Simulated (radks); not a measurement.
Spin polarisation of the 3d6 shell in Fe2+. Start: [Ar] 3d(up 3, down 3); electrons of 3d are moved from spin down to spin up, other shells keep equal spins. Method: scalar-relativistic Kohn-Sham, PBE, spin-polarised, spherical densities, finite nucleus; Fermi nuclear charge, rms radius of each element as measured or else 0.836 A^(1/3) + 0.57 fm; computed with a radial shooting solver on a logarithmic mesh with Libxc functionals.

| moment (Bohr magnetons) | E - E(0) (eV) | e(3d up) (eV) | e(3d down) (eV) | 3p down minus up (eV) | 3s down minus up (eV) |
|---|---|---|---|---|---|
| 0 | 0.000 | -25.717 | -25.717 | 0.000 | 0.000 |
| 1 | -0.245 | -26.177 | -25.196 | 1.069 | 1.090 |
| 2 | -0.981 | -26.575 | -24.611 | 2.140 | 2.181 |
| 3 | -2.209 | -26.910 | -23.962 | 3.214 | 3.275 |
| 4 | -3.929 | -27.180 | -23.245 | 4.293 | 4.374 |

At moment 4 the spin-polarisation energy is -3.929 eV and the 3d exchange splitting 3.935 eV, that is 0.984 eV per Bohr magneton; E = -I m^2/4 would give I = 0.982 eV.
